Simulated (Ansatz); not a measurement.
`[F][In]([F])[Br]` + `N#C[Si](F)(F)F` → `N#[C][In]([F])[F]` + `F[Si](F)(F)Br` at 500 K and 1 bar (redistribution).

Calculated with Ansatz (gas phase, PBE0-D4/def2-TZVP geometries, no zero-point term in ΔE). CBS: MP2 limit from def2 TZ/QZ plus the TZ coupled-cluster correction, frozen cores. def2 core potentials past Kr. For Br, In outer-core shells are correlated without core-valence functions, which leaves a few kJ/mol of doubt a bond. Scalar relativity is left out up to krypton.

| species | CCSD(T)/CBS energy (Eh) | H − E (kJ/mol) | S (J/(mol·K)) |
| --- | --- | --- | --- |
| `[F][In]([F])[Br]` | -2962.82519 | 44.0 | 379.5 |
| `N#C[Si](F)(F)F` | -681.41275 | 86.9 | 375.0 |
| `N#[C][In]([F])[F]` | -482.18779 | 67.0 | 392.0 |
| `F[Si](F)(F)Br` | -3162.03492 | 62.9 | 364.4 |

H − E and S are ideal-gas, rigid-rotor, harmonic terms from PBE0-D4/def2-TZVP. 1 Eh = 2625.50 kJ/mol, R = 8.31446 J/(mol·K).

Task: By hand: ΔE, ΔH, ΔS and ΔG.

Result: ΔE = (-482.18779) + (-3162.03492) − (-2962.82519) − (-681.41275) = 0.01523 Eh = 40.0 kJ/mol. Δ(H − E) = 67.0 + 62.9 − 44.0 − 86.9 = -1.0, so ΔH = 39.0 kJ/mol. ΔS = 392.0 + 364.4 − 379.5 − 375.0 = 1.9 J/(mol·K). ΔG = 39.0 − 500 × (1.9)/1000 = 38.0 kJ/mol.

Task: By hand: the equilibrium constant, and the temperature at which ΔG would vanish if ΔH and ΔS stayed fixed.

Result: log₁₀ K = −ΔG/(RT ln 10) = -4.0. ΔG = 0 at ΔH/ΔS = 20526 K, far beyond where these terms or the molecules hold.

The number of gas molecules stays the same, so ΔS is small and ΔH decides. A doubt of 5 kJ/mol in ΔE shifts log₁₀ K by 0.5 here. These are equilibria of isolated gas molecules and say nothing of rates. Largest T1 diagnostic: 0.017 (customary marks: 0.02 for closed shells, 0.045 for open ones).
